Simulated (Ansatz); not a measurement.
Consider the isomerisation: `NB(F)[SiH3]` → `FBN[SiH3]`.

Computed with Ansatz on PBE0-D4/def2-TZVP structures; ΔE is electronic, products minus reactants. CCSD(T)/CBS adds triple-zeta CCSD(T) − MP2 to the extrapolated MP2 energy (def2 sets, frozen cores). Functionals use def2-TZVPP. B3LYP here is the variant with VWN-RPA as its local correlation; programs differ in this. Each species was taken in one conformer, which may not be the lowest.

(1) Is it downhill or uphill in electronic energy at CCSD(T)/CBS, and by how much? (Best estimate.)

(2) What do these levels give: BLYP-D4, r2SCAN-D4, B97M-V, r2SCANh-D4, r2SCAN0-D4, revPBE, r2SCAN, B3LYP, CAM-B3LYP, SCS-MP2/def2-TZVPP, CCSD(T)/def2-TZVPP, MP2/def2-QZVPP? (Best estimate.)

Largest T1 diagnostic among the species: 0.013.

Answers

(1) Computed: Downhill: ΔE = -15.5 kcal/mol.

(2) The calculation gave: BLYP-D4 -13.5, r2SCAN-D4 -13.8, B97M-V -13.6, r2SCANh-D4 -14.1, r2SCAN0-D4 -14.6, revPBE -10.3, r2SCAN -13.7, B3LYP -14.4, CAM-B3LYP -15.2, SCS-MP2/def2-TZVPP -17.4, CCSD(T)/def2-TZVPP -15.2, MP2/def2-QZVPP -17.4 kcal/mol.

Leaving LDA and LC-ωPBE aside and taking each functional with its dispersion term where it has one, the values, not all of them listed here, spread over 6.0 kcal/mol, from BHLYP-D4 to PBE-D4. From BLYP to BHLYP (50 % exact exchange), in def2-TZVPP and without D4, ΔE moves by −3.4 kcal/mol. In def2-TZVPP, CCSD(T) changes the Hartree–Fock value by +3.8 kcal/mol (the triples alone add +0.5 kcal/mol) and MP2 by +2.0 kcal/mol.
